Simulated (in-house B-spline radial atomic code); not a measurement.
RPA and G0W0 on SCAN: As VI (As5+)

Configuration [Ar] 3d10, mean-field start SCAN. Computed with an all-electron radial atomic-structure program (B-spline basis): all electrons, scalar-relativistic (spin-free one-electron X2C), finite nucleus, each spin shell either full or empty, empty states to l = 9 with an (l + 1/2)⁻⁴ tail; G0W0 by contour deformation at full frequency.

Command:
```bash
python run_gw.py task.json out
```
Settings (radii: box in bohr, nucleus in fm):
```
Z                        33
electrons                28
configuration            [Ar] 3d10
hamiltonian              x2c
method                   scan,scan
lmax                     9
rms_radius               4.0968
spin_polarised           False
box_radius               10.43
intervals                67
```

Time taken, with all properties: 1.4 s on 1 thread of Arm Neoverse V2, with other jobs on the host.

Energies (hartree):

```csv
term,value
mean-field total,-2254.70130
Hartree-Fock functional on these orbitals,-2253.03370
direct second order,-2.4233
second-order exchange,0.70308
SOSEX correction,0.64997
```

(1) What is the RPA correlation energy, and what remains with SOSEX?

Quasi-particle levels (eV):

| level | occupied | mean field | Σx - vxc | Σc | QP weight | G0W0 |
| --- | --- | --- | --- | --- | --- | --- |
| 3d | yes | -107.94 | -15.77 | ? | ? | ? |
| 4s | no | -68.43 | 7.09 | -1.44 | 0.990 | -62.78 |

G0W0 = mean field + (Σx - vxc) + Σc, with Σc (partial-wave tail included) taken at the quasi-particle energy. Only the outer levels were computed. Levels of low weight are left out.

(2) Where does G0W0 put 3d?

## Answers

(1) RPA gives -2.1118 hartree (-2.05 eV per electron); RPA + SOSEX gives -1.4618, and the second-order doubles -1.7203 hartree (no singles). RPA lacks exchange-type terms and so overcorrelates at short range.

(2) At -121.31 eV, with Σc = 2.40 eV and a quasi-particle weight of 0.953. The tabulated removal energy is 121.19 ± 0.06 eV (NIST, measured); the calculation leaves out spin-orbit coupling, Breit and QED terms, and what these don't explain is the method's own error.
